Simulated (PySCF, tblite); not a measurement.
Isomers of C4H7ClO2Si. Method: GFN2-xTB as coded in tblite; computed harmonic values from a numerical Hessian at the method's own geometry, unscaled. Errors from tens to a few hundred cm⁻¹ against measured bands are possible. Modes of hydrogen on silicon can be 10 to 20 % off. One conformer each.

Electronic energies: PBE0/pcSseg-1 single points on the GFN2-xTB geometries (PySCF, gas phase).

```csv
SMILES,"electronic energy, lowest = 0 (kcal/mol)"
O=CCC(=O)[SiH2]CCl,0.0
O=C=C(Cl)CCO[SiH3],1.3
C=C(Cl)O/C=C/O[SiH3],16.5
```

Task: How do GFN2-xTB zero-point energies change the relative energies?

Result: 
| SMILES | ZPE (kcal/mol) | of it from modes above 1550 cm⁻¹ | electronic (kcal/mol) | with ZPE, lowest = 0 (kcal/mol) | lowest mode (cm⁻¹) | rings |
| --- | --- | --- | --- | --- | --- | --- |
| O=CCC(=O)[SiH2]CCl | 62.1 | 32.8 | 0.0 | 0.0 | 44 | 0 |
| O=C=C(Cl)CCO[SiH3] | 61.5 | 29.8 | 1.3 | 0.7 | 24 | 0 |
| C=C(Cl)O/C=C/O[SiH3] | 60.4 | 32.5 | 16.5 | 14.8 | 19 | 0 |

The zero-point energies span 1.7 kcal/mol, from `C=C(Cl)O/C=C/O[SiH3]` to `O=CCC(=O)[SiH2]CCl`. The order is unchanged.

Task: And how do the electronic energies of GFN2-xTB itself compare?

Result: `O=CCC(=O)[SiH2]CCl` 43.3; `O=C=C(Cl)CCO[SiH3]` 0.0; `C=C(Cl)O/C=C/O[SiH3]` 3.1 kcal/mol, lowest = 0. Against the energies above, taken from the same isomer `O=CCC(=O)[SiH2]CCl`, the largest difference is 56.7 kcal/mol.
